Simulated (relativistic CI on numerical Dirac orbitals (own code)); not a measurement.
Radial Dirac CI calculation of Cl9+.

Command:

```sh
python run_levels.py task.json out
```

Input:

```
atom Cl  Z=17  charge=9  electrons=8
nucleus A=35  rms_radius_fm=3.3654
hamiltonian dirac-coulomb  breit=on  qed=on  c_scale=1
orbitals kli  potential=per-configuration
slater_scale 1
correlation none
mixing on
grid step=0.0125 r_max=10.3
scf mixing=0.4 start=green max_iterations=150 tolerance=2e-08 node_fill=0.05
configurations
  [He] 2s2 2p4
  [He] 2s 2p5
  [He] 2p6
  [He] 2s2 2p3 3s
  [He] 2p5 3s
end
```

Output:

```
SCF 1: [He] 2s2 2p4
 iter      energy (Ha)   residual   last orbital (Ha)
    1      -414.070184   1.74e+00    -24.90376
    2      -417.202359   9.60e-01    -21.14198
    3      -418.604833   4.22e-02    -16.97302
    4      -418.609079   1.72e-02    -17.09867
    5      -418.609182   4.38e-05    -17.01688
    6      -418.609183   1.43e-04    -17.01750
    7      -418.609183   1.42e-06    -17.01697
    8      -418.609183   7.23e-07    -17.01697
    9      -418.609183   9.47e-09    -17.01697
SCF 2: [He] 2s 2p5
 iter      energy (Ha)   residual   last orbital (Ha)
    1      -411.191434   1.80e+00    -24.90376
    2      -414.710571   9.89e-01    -20.98211
    3      -416.265927   4.50e-02    -16.70909
    4      -416.270952   1.99e-02    -16.84396
    5      -416.271138   2.98e-04    -16.75159
    6      -416.271139   2.90e-04    -16.75220
    7      -416.271138   2.09e-06    -16.75113
    8      -416.271138   6.88e-07    -16.75113
    9      -416.271138   5.38e-09    -16.75113
SCF 3: [He] 2p6
 iter      energy (Ha)   residual   last orbital (Ha)
    1      -407.824560   1.86e+00    -24.90376
    2      -411.803978   1.02e+00    -20.82466
    3      -413.524027   5.77e-02    -16.43284
    4      -413.531757   3.91e-02    -16.66051
    5      -413.534014   1.63e-04    -16.49789
    6      -413.534014   9.05e-05    -16.49824
    7      -413.534016   2.06e-06    -16.49864
    8      -413.534016   7.58e-07    -16.49864
    9      -413.534016   1.72e-08    -16.49864
SCF 4: [He] 2s2 2p3 3s
 iter      energy (Ha)   residual   last orbital (Ha)
    1      -405.558704   1.59e+00     -8.82946
    2      -407.730724   8.91e-01     -8.01347
    3      -408.725325   2.35e-02     -7.12202
    4      -408.725937   1.51e-02     -7.11231
    5      -408.726308   2.41e-04     -7.08783
    6      -408.726309   7.05e-05     -7.08780
    7      -408.726309   2.46e-06     -7.08771
    8      -408.726309   4.46e-08     -7.08771
    9      -408.726309   2.11e-09     -7.08771
SCF 5: [He] 2p5 3s
 iter      energy (Ha)   residual   last orbital (Ha)
    1      -400.043495   1.73e+00     -8.82946
    2      -402.882169   9.52e-01     -7.97108
    3      -404.103753   3.65e-02     -7.05538
    4      -404.110110   2.20e-02     -7.04559
    5      -404.109851   1.18e-04     -7.01176
    6      -404.109845   4.74e-05     -7.01193
    7      -404.109844   8.52e-07     -7.01185
    8      -404.109844   1.11e-07     -7.01185
    9      -404.109844   2.58e-08     -7.01185
   10      -404.109844   2.03e-10     -7.01185
orbital energies (Ha): 1s -112.7044  2s -19.0510  2p1/2 -17.0906  2p3/2 -17.0170
configuration averages (Ha): Dirac-Coulomb, Breit, QED
  2s2 2p4                       -418.609183    0.095967    0.071439
  2s 2p5                        -416.271138    0.096825    0.068314
  2p6                           -413.534016    0.098205    0.065242
  2s2 2p3 3s                    -408.726309    0.091526    0.072440
  2p5 3s                        -404.109844    0.093522    0.065936
levels: no., configuration, term, J, E (cm-1), weight
   1 2s2 2p4                3P   2                0.0  0.99
   2 2s2 2p4                3P   1            10788.0  1.00
   3 2s2 2p4                3P   0            14023.6  0.99
   4 2s2 2p4                1D   2            66873.7  0.99
   5 2s2 2p4                1S   0           131555.7  0.96
   6 2s 2p5                 3P*  2           494962.8  1.00
   7 2s 2p5                 3P*  1           504343.9  1.00
   8 2s 2p5                 3P*  0           509573.9  1.00
   9 2s 2p5                 1P*  1           693493.9  1.00
  10 2p6                    1S   0          1176720.7  0.97
  11 2s2 2p3 3s             5S*  2          2098133.3  0.99
  12 2s2 2p3 3s             3S*  1          2129502.2  0.99
  13 2s2 2p3 3s             3D*  1          2198195.0  0.96
  14 2s2 2p3 3s             3D*  2          2198497.1  0.96
lowest total energy -418.605821 Ha
end: converged
```
